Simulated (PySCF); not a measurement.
## RuN(OH), singlet: data card

Method: PySCF, PBE0, basis Ru def2-TZVP with ECP28, N def2-TZVP, O def2-TZVP, H def2-TZVP (scalar-relativistic core potentials, no spin–orbit coupling, density fitting).

The structure is a minimum.

Coordinates in bohr (charge 0 multiplicity 1):
```
Ru    0.1488   -0.1133   -0.1480
N     3.0408    0.2021    0.2350
O    -3.3379    0.4580    0.6224
H    -4.3204    1.3796    1.8247
```

- Point group: Cs
- Bond lengths: O–H 0.955 Å, Ru–N 1.553 Å, Ru–O 1.914 Å
- Bond angles: H–O–Ru 138.3°, N–Ru–O 154.9°
- Rotational symmetry number: 1
- Dipole moment: 0.64 D
- Atomisation energy without zero-point energy: 1242 kJ/mol
- Principal polarisabilities: 27.3, 28.6, 56.8 bohr³
- Heat capacity Cp at 298.15 K: 56.5 J/(mol K)
- Rotational constants: 4.182, 0.1802, 0.1728 cm⁻¹
- Principal quadrupole moments (Buckingham, traceless) about the centre of mass: -7.11, 0.40, 6.71 D Å
- Entropy at 298.15 K and 1 bar: 281.3 J/(mol K)
- Highest occupied level: -6.57 eV
- Lowest empty level: -3.09 eV
- Enthalpy at 298.15 K above 0 K: 13.28 kJ/mol
- Zero-point energy: 41.8 kJ/mol

Harmonic modes (masses in u: Ru 101.904, N 14.003, O 15.995, H 1.008):
```tsv
symmetry	ω (cm⁻¹)	IR (km/mol)
a'	145	16.5
a''	413	132
a'	545	204
a'	665	77.7
a'	1261	138
a'	3954	137
```

Charges (e):
| atom | Mulliken | Löwdin | polar tensor | Mayer order to Ru1 |
| --- | --- | --- | --- | --- |
| Ru1 | 0.95 | 0.43 | 1.36 | – |
| N2 | -0.46 | -0.16 | -0.66 | 2.76 |
| O3 | -0.81 | -0.42 | -1.00 | 0.72 |
| H4 | 0.32 | 0.15 | 0.30 | 0.02 |
Other Mayer orders above 0.3: O–H 0.89.

Mulliken populations on Ru1 (electrons outside its core potential): s 2.15, p 6.09, d 6.79, f 0.03.

Only a few start shapes were tried, so a lower isomer may exist.

The final relaxation and frequency run took 28 s on 4 threads of a shared Arm Neoverse V2 host, with 108 basis functions and 19 gradients; the process peaked at 1.2 GiB. Launch command: `OMP_NUM_THREADS=4 python axn.py task.json out`.
